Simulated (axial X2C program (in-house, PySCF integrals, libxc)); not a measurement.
# Potential curves of BeI⁺, two-component

Computed with an in-house relativistic program for diatomic molecules. Two-component (2c) means X2C with spin–orbit coupling and atomic mean-field two-electron Coulomb and Gaunt terms. Basis: I dyall-cv3z [11s12p8d4f1g], Be dyall-cv3z [8s8p3d1f] (cores contracted in-house); Gaussian nuclei, density fitting, unrestricted open shells. Masses: I 126.904 u, Be 9.012 u.

State: Ω = 0 (closed shell). Energies in cm⁻¹ from the fragments at the same level (I + Be+). Fits are polynomials in 1 − R0/R over 0.85 to 1.23 times the lowest point R0.

```json
{"R (Å)": "1.8053", "MP2": "-18136", "M06": "-19250", "HF": "-7393", "CCSD(T)": ""}
{"R (Å)": "1.8883", "MP2": "-22565", "M06": "-23358", "HF": "-11816", "CCSD(T)": "-22879"}
{"R (Å)": "1.9505", "MP2": "-24525", "M06": "-25137", "HF": "-13785", "CCSD(T)": "-24855"}
{"R (Å)": "2.0128", "MP2": "-25582", "M06": "-26060", "HF": "-14863", "CCSD(T)": "-25937"}
{"R (Å)": "2.0750", "MP2": "-25924", "M06": "-26319", "HF": "-15237", "CCSD(T)": "-26314"}
{"R (Å)": "2.1476", "MP2": "-25627", "M06": "-25987", "HF": "-14992", "CCSD(T)": "-26072"}
{"R (Å)": "2.2203", "MP2": "-24767", "M06": "-25149", "HF": "-14201", "CCSD(T)": "-25286"}
{"R (Å)": "2.3136", "MP2": "-23092", "M06": "-23567", "HF": "-12639", "CCSD(T)": "-23734"}
{"R (Å)": "2.4278", "MP2": "-20514", "M06": "-21178", "HF": "-10231", "CCSD(T)": ""}
{"R (Å)": "2.5938", "MP2": "-16381", "M06": "-17426", "HF": "-6375", "CCSD(T)": ""}
```

Correlated methods: 8 electrons correlated (number of frozen shells: I 4 s, 3 p, 2 d; Be 1 s), 226 virtual spin orbitals or spinors in MP2, 90 natural virtuals in coupled cluster.

The state is one determinant whose occupation by symmetry is held fixed; it was picked as the lowest of a PBE0 search that is not exhaustive. The closed shell is kept restricted, so the energy runs too high when the bond is stretched far. Dissociation energies refer to the lowest single-determinant-based atoms at the same level and basis. Coupled cluster ran in a truncated set of natural virtual spinors; the MP2 energy of the rest was added. (T) has no such correction and the atoms are truncated less, which lowers De at CCSD(T) by a hundredth of an eV or more. The functionals have no current-density term, which raises determinants with orbital currents, atoms included. Coupled cluster ran on the points near the minimum only. MP2 and coupled cluster on one determinant become unreliable at the stretched end.

(1) Fit the MP2 curve near its minimum: give the equilibrium distance, the harmonic wavenumber and the well depth.

(2) What are Re, ωe and De at the M06 level?

(3) Fit the HF curve near its minimum: give the equilibrium distance, the harmonic wavenumber and the well depth.

(4) What are Re, ωe and De at the CCSD(T) level?

## Answers

(1) At MP2, 2c: Re = 2.079 Å, ωe ≈ 752 cm⁻¹, De = 3.21 eV to I + Be+; Be follows as 0.463 cm⁻¹.

(2) At M06, 2c: Re = 2.073 Å, ωe ≈ 728 cm⁻¹, De = 3.26 eV to I + Be+; Be follows as 0.466 cm⁻¹.

(3) At HF, 2c: Re = 2.084 Å, ωe ≈ 736 cm⁻¹, De = 1.89 eV to I + Be+; Be follows as 0.461 cm⁻¹.

(4) At CCSD(T), 2c: Re = 2.084 Å, ωe ≈ 736 cm⁻¹, De = 3.26 eV to I + Be+; Be follows as 0.461 cm⁻¹.
